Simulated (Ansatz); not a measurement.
## Which isomer of H6InN3 gives these data?

These gas-phase data were calculated for one isomer of H6InN3 at PBE0-D4/def2-SVP (harmonic, unscaled wavenumbers; equilibrium rotational constants with average atomic masses):

* rotational constants: 6.685, 2.81, 2.002 GHz
* all wavenumbers above 1500 cm⁻¹: 3704, 3617, 3596, 3563, 3486, 1845, 1664, 1516

Candidates:

(1) `N[NH][InH][NH2]`, a singlet
(2) `[NH2][In]([NH2])[NH2]`, a singlet

Task: Which candidate do the data belong to?

Result: Candidate (1). 5 modes lie between 3250 and 3800 cm⁻¹, one for each N–H bond, while (2) has 6.

The same quantities for all candidates:

|  | rotational constants (GHz) | wavenumbers above 1500 cm⁻¹ | E above the lowest, PBE0-D4/def2-SVP (kcal/mol) |
| --- | --- | --- | --- |
| (1) | 6.685, 2.81, 2.002 | 3704, 3617, 3596, 3563, 3486, 1845, 1664, 1516 | 34.4 |
| (2) | 4.679, 4.604, 2.339 | 3675, 3675, 3671, 3573, 3572, 3569, 1541, 1532, 1526 | 0.0 |

Harmonic stretches to hydrogen usually lie a few per cent above observed fundamentals. Each candidate is one conformer. Atoms past krypton carry core potentials. Programs: Ansatz 0.2.0.
